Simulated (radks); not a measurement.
Fractional charge and spin in the 4s shell of calcium: the spin-up occupation runs from 0 to 1 and the spin-down occupation from 0 to 1; the fullest corner is Ca, [Ar] 4s(up 1, down 1). Method: scalar-relativistic Kohn-Sham, PBE, spin-polarised, spherical densities, point nucleus; computed with a radial shooting solver on a logarithmic mesh with Libxc functionals. Energy (eV) minus the two flat planes that join the four corners (they meet along the diagonal where the two added fractions sum to one electron); zero is where a piecewise linear energy would lie.

\begin{tabular}{lrrr}
down \ up & 0 & 0.5 & 1 \\ \hline
0 & 0.000 & -0.684 & 0.000 \\
0.5 & -0.684 & 0.218 & -0.590 \\
1 & 0.000 & -0.590 & 0.000 \\
\end{tabular}

Corners above the fullest one (they belong to Ca+ and the next ion): (up 1, down 0) 6.092 eV, (up 0, down 1) 6.092 eV, (up 0, down 0) 18.130 eV. With half an added electron in each spin the energy lies 0.218 eV from the planes (fractional-spin error, the static-correlation error of a stretched bond), and with half an added electron in spin up alone -0.684 eV (fractional-charge error). For a frontier s shell over closed shells the exact functional lies on the planes.
